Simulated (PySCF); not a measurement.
# Computed properties of C2H7FSi3, SMILES F[SiH2][Si@H]1C=C[SiH2]1

C2H7FSi3, SMILES [SiH2]1[Si@H](C=C1)[SiH2]F. Coordinates come from a PBE0-D3(BJ)/def2-SVP optimisation. The structure was generated by enumeration; whether it is a known compound was not checked. One conformer was computed; it need not be the lowest. All values are computed for the isolated molecule unless a solvent is named; none is compared with measurement here.

**Structure.** All 33 harmonic modes at PBE0-D3(BJ)/def2-SVP (PySCF) are real, so it is a minimum. With heavy atoms numbered as in [F:1][SiH2:2][Si@H:3]1[CH:4]=[CH:5][SiH2:6]1, the shortest bond between them is C4–C5 at 1.356 Å and the longest Si3–Si6 at 2.343 Å.

**Vibrations.** The strongest infrared lines (harmonic, unscaled, degenerate partners summed) lie at 791 cm⁻¹ (269 km/mol, H 73 %, C 19 %), 905 cm⁻¹ (248 km/mol, H 54 %, Si 29 %, F 16 %), 2226 cm⁻¹ (172 km/mol, H 96 %). The softest mode is at 37 cm⁻¹ and the zero-point energy is 49.4 kcal/mol.

**Electronic structure.** r2SCAN/def2-TZVP (PySCF) places the frontier levels at -6.71 and -1.94 eV, a gap of 4.77 eV, and gives a dipole moment of 2.04 D and a mean polarisability of 105.3 bohr³. PBE/def2-TZVP (PySCF) at the same geometry gives -6.48 and -2.14 eV, so its gap is 0.43 eV narrower. An orbital gap is neither the optical nor the fundamental gap.

**Excitations.** TDDFT-M06-2X/def2-SVPD (PySCF) has S1 at 5.21 eV (238 nm, f = 0.002, weak); the most intense of the 10 singlets computed lies at 6.55 eV (f = 0.26). T1 (TDA) is at 4.43 eV. TDDFT-PBE/def2-SVPD (PySCF) puts S1 at 4.53 eV. No vertical singlet excitation falls in the visible range (under 3.1 eV).

**NMR.** GIAO shifts at B3LYP/pcSseg-1 (PySCF) (non-relativistic, atoms alike by connectivity averaged): ¹³C from 169.4 to 172.8 ppm against TMS; ¹H from 5.0 to 7.5 ppm against TMS; ²⁹Si from -53.5 to 9.4 ppm against TMS; ¹⁹F at -261.3 ppm against CFCl3.
